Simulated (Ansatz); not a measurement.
Species: HOS, SMILES `[O]S` (charge 0, multiplicity 2), formula HOS.

Question: How many basis functions does Ansatz (a program for electronic structure) with frozen-core CCSD(T)/cc-pVTZ // B3LYP-D3(BJ)/def2-TZVP use, how many core orbitals are frozen, and how many electrons are correlated?

Answer: 78 basis functions and 6 frozen orbitals, which leaves 13 correlated electrons. Core time is of the order of seconds.
